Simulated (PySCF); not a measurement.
C8H7P.
SMILES with atom numbers: `[CH3:1][c:2]1[cH:3][cH:4][c:5]([C:6]#[P:7])[cH:8][cH:9]1`

Structure used (GFN2-xTB), in Å, numbered top down from 1:
```xyz
16
C8H7P angstrom
C      2.542   -0.060    0.177
C      1.049   -0.011    0.082
C      0.255   -0.688    1.004
C     -1.120   -0.669    0.909
C     -1.745    0.042   -0.122
C     -3.140    0.069   -0.225
P     -4.695    0.099   -0.341
C     -0.949    0.724   -1.051
C      0.424    0.693   -0.944
H      2.863   -0.176    1.209
H      2.988    0.842   -0.235
H      2.922   -0.911   -0.391
H      0.726   -1.240    1.805
H     -1.728   -1.199    1.628
H     -1.426    1.273   -1.850
H      1.027    1.222   -1.668
```

NICS = −σ at a ghost point: NICS(0) at the centroid of the ring atoms, NICS(1) 1 Å to either side along the normal of their mean plane, zz for the tensor component along that normal. Level: GIAO PBE0/pcSseg-1 (PySCF, non-relativistic, gas phase) on the GFN2-xTB geometry, one conformer.

Ring bond lengths (Å), with Mayer bond orders in brackets: C2–C3 1.392 (1.39), C3–C4 1.378 (1.46), C4–C5 1.400 (1.36), C5–C8 1.400 (1.36), C8–C9 1.378 (1.46), C9–C2 1.392 (1.39).

Problem. Give the NICS values of each ring in ppm.

Solution. 
```
             ring                                              type  NICS(0)  NICS(1), two faces  NICS(1)zz, two faces  rms pucker (Å)  centre to ring atoms, mean (Å)
C2–C3–C4–C5–C8–C9  6-membered carbocycle; formal bonds all aromatic     -8.7       -10.9 / -10.9         -25.7 / -25.6            0.00                            1.39
```

Problem. What do they say, and how far can they be read as aromaticity?

Solution. 
- C2–C3–C4–C5–C8–C9: mean NICS(1)zz -25.7 ppm, shielded. The ring is flat and has no four-coordinate atom; by the NICS criterion it is aromatic.

Problem. And the bond-length index? HOMA = 1 − mean of α(R − Ropt)² over the ring bonds, with Krygowski's 1993 parameters (CC: Ropt 1.388 Å, α 257.7 Å⁻²).

Solution. 
- C2–C3–C4–C5–C8–C9: HOMA 0.98 = 1 − EN − GEO, with mean bond length 1.390 Å, EN = α(Ropt − mean)² = 0.001 and GEO = α × variance = 0.020. The geometric and the magnetic index point the same way.

Problem. How shielded are the nuclei of the rings and their hydrogens (means over atoms taken as equivalent)?

Solution. 
```tsv
atoms	environment	σ isotropic (ppm)	principal values of the symmetric part, first atom (ppm)
C2	substituted aromatic carbon	40.9	-59.5, 4.1, 178.2
C3 (×2)	aromatic CH carbon	52.9	-50.6, 44.5, 164.9
C4 (×2)	aromatic CH carbon	44.3	-62.3, 29.2, 166.2
C5	substituted aromatic carbon	56.9	-20.8, 28.2, 163.4
H13 (×2)	aromatic hydrogen	24.31	20.7, 23.7, 28.5
H14 (×2)	aromatic hydrogen	23.75	20.5, 22.6, 28.2
```

Hardware: one thread of an Arm Neoverse V2, no GPU, shared host with 32 logical CPUs at a one-minute load of 13. Cost: 27 s wall, 0.85 GiB resident at most. This is the whole shielding run at PBE0/pcSseg-1, SCF included.
